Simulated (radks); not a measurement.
Valence configurations of Pd II (all share [Kr]). Method: Dirac Kohn-Sham, PBE, spin-unpolarised, spherical densities, finite nucleus; open shells are shared between the two j in proportion to 2j + 1; Fermi nuclear charge, rms radius 4.5318 fm; computed with a radial shooting solver on a logarithmic mesh with Libxc functionals. Order these by energy: 4d7.5 5s1.5; 4d8.5 5p0.5; 4d8 5s1; 4d7 5s2; 4d8.5 5s0.5; 4d8 5p1; 4d7 5p2; 4d9.

Answer. From the lowest, in eV above it: 4d9 0.000; 4d8.5 5s0.5 2.019; 4d8 5s1 4.525; 4d8.5 5p0.5 4.529; 4d7.5 5s1.5 7.547; 4d8 5p1 9.835; 4d7 5s2 11.110; 4d7 5p2 22.867. NIST lists [Kr] 4d9 as the ground configuration; this level of theory agrees among the configurations tried. The energies are those of spherical spin-averaged densities, not of single terms.
